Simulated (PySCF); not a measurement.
C2H4ClFSi2, SMILES Cl[SiH2]C#C[SiH2]F.

Geometry optimised at PBE0-D3(BJ)/def2-SVP. The structure was generated by enumeration, and PubChem lists no compound with its InChIKey, so it may never have been made.

Computed with HF/def2-TZVP in PySCF.

The molecule is in vacuum.

```yaml
total_energy: -1215.06275 hartree
highest_occupied_level: -11.26 eV
lowest_empty_level: 1.74 eV
orbital_gap: 13.00 eV
dipole_moment: 0.24 D
quadrupole, principal values (traceless, Buckingham form, about the centre of nuclear charge): -14.62, 2.12, 12.49 D·Å
mean_static_polarisability: 77.5 bohr³ (11.48 Å³)
polarisability_principal_values: 59.8, 65.8, 106.7 bohr³
```
